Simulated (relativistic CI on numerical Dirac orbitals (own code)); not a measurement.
**Slater and spin-orbit integrals, Ga XXX**

Computed by Dirac-Coulomb-Breit CI, KLI orbitals optimised for each configuration, a model potential for QED, unscaled Slater integrals (own radial code, finite nucleus).

Slater integrals F^k, G^k are unscaled and averaged over j, outside the closed core (none); ζ comes from projecting the Hamiltonian with its Breit term on Σ l·s of the shell.

- 1s.2s: G^0(1s,2s) = 150350 cm⁻¹; <r>(1s) = 0.04768, <r^2>(1s) = 0.003047, <r>(2s) = 0.1939, <r^2>(2s) = 0.04399 (bohr units).
- 1s.2p: G^1(1s,2p) = 326640, ζ(2p) = 206670 cm⁻¹; <r>(1s) = 0.04768, <r^2>(1s) = 0.003048, <r>(2p) = 0.164, <r^2>(2p) = 0.03237 (bohr units).
- 1s.3s: G^0(1s,3s) = 39488 cm⁻¹; <r>(1s) = 0.04761, <r^2>(1s) = 0.003038, <r>(3s) = 0.44, <r^2>(3s) = 0.2202 (bohr units).

Averages of the first 10 configurations, taken without configuration mixing, which lowers the lowest level and can move excited configurations by several eV; other configurations of the list can lie among them:

```
Configuration  Parity  States  Average energy above the lowest level (eV)
          1s2    even       1                                         0.0
        1s.2s    even       4                                      9543.9
        1s.2p     odd      12                                      9600.1
        1s.3s    even       4                                     11305.6
        1s.3p     odd      12                                     11321.7
        1s.3d    even      20                                     11330.9
        1s.4s    even       4                                     11916.9
        1s.4p     odd      12                                     11923.7
        1s.4d    even      20                                     11927.5
        1s.4f     odd      28                                     11928.7
```
